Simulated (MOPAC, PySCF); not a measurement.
C3H6O, SMILES `C=CCO` (C–C–C–O torsion -122°, C–C–O–H torsion 56°), neutral singlet in the gas phase. 

Z-matrix (Å, degrees):
```
C
C 1 1.3271
H 2 1.0825 1 121.88
H 2 1.0846 3 116.79 1 -179.48
H 1 1.0863 2 120.25 3 1.03
C 1 1.4965 5 115.56 2 -178.75
H 6 1.0921 1 110.53 5 -60.21
H 6 1.0967 7 107.78 1 120.37
O 6 1.4280 7 105.01 8 118.61
H 9 0.9639 6 107.87 7 176.15
```
Charge 0, spin multiplicity 1.

All levels are single points at this geometry (B3LYP-D3(BJ)/def2-TZVP); Pople sets use spherical d functions. Orbital energies aren't observables, and empty levels follow the basis.

```tsv
level	HOMO (eV)	LUMO (eV)	gap (eV)	dipole (D)	vertical IE, Delta-SCF (eV)
M06-2X/def2-TZVP in PySCF	-9.05	0.80	9.86	1.65	10.23
B3LYP/6-31G* in PySCF	-7.06	0.23	7.29	1.57	9.64
HF/3-21G in PySCF	-10.29	4.53	14.83	2.06	–
HF/6-31G* in PySCF	-10.17	4.53	14.71	1.87	8.81
HF/STO-3G in PySCF	-8.75	8.27	17.01	1.43	–
PM6 in MOPAC	-10.52	0.65	11.16	1.98	–
```
